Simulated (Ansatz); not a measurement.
Ideal-gas functions of `C[Se]C(F)(F)F` at 600 K and 1 bar, from an Ansatz frequency run at PBE0-D4/def2-TZVP.

Molar mass 163.0 g/mol, point group Cs (symmetry number 1), electronic degeneracy 1, moments of inertia 136.528, 284.19, 330.219 u Å². Harmonic wavenumbers (cm⁻¹, unscaled): 56, 131, 158, 288, 302, 345, 536, 548, 619, 756, 927, 930, 1128, 1166, 1196, 1315, 1456, 1471, 3081, 3181, 3191.

Use S(trans) = R[1.5 ln M + 2.5 ln T − 1.1517]; rotational temperatures θ = 24.2544 K / I; S(rot) = R[ln(√π/σ · √(T³/θAθBθC)) + 1.5]; for each mode x = 1.438777 ν̃/T, S = R[x/(eˣ − 1) − ln(1 − e⁻ˣ)] and H = RT x/(eˣ − 1); 1 cm⁻¹ = 0.0119627 kJ/mol; R = 8.31446 J/(mol·K).

Problem. By hand: the entropy, in J/(mol·K).

Solution. Translation 186.9. Rotation: θ = 0.1777, 0.0853, 0.0734 K, giving 125.3. Vibration, mode by mode: 25.01, 17.98, 16.43, 11.56, 11.18, 10.12, 6.78, 6.62, 5.75, 4.42, 3.20, 3.18, 2.19, 2.04, 1.92, 1.53, 1.17, 1.14, 0.04, 0.03, 0.03, in all 132.3. Electronic 0.0. Sum 444.5 J/(mol·K).

Problem. By hand: H − E and G − E in kJ/mol, counted from the electronic energy.

Solution. Zero-point energy ½ × 22781 × 0.0119627 = 136.3; thermal vibration 39.1; translation, rotation and pV give 4 RT = 20.0. H − E = 195.4 kJ/mol, and G − E = 195.4 − 600 × 444.5/1000 = -71.3 kJ/mol.

Vibration gives 30 % of the entropy, 43.0 J/(mol·K) of it from the modes under 150 cm⁻¹: soft modes count most, and the harmonic formula is weakest for them.
